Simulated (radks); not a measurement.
Problem. These are the eigenvalues of the occupied orbitals of an atom or ion with whole-number occupations (hartree). All-electron calculation, Dirac Kohn-Sham, PBE, spin-unpolarised, spherical densities, point nucleus. Program: a radial shooting solver on a logarithmic mesh with Libxc functionals.

1s1/2: -3807.245

Which element is it, and in what charge state? The configuration may be excited. Open shells, if any, are shared by 2j + 1.

Solution. Z = 83, bismuth, charge +82: Bi82+ in 1s1. The 1s level, -3807.2 hartree, gives Z - s = 87.3 by -(Z - s)^2/2, which with screening and relativity narrows Z to a few neighbours, and the depths must fix Z and the occupations together.
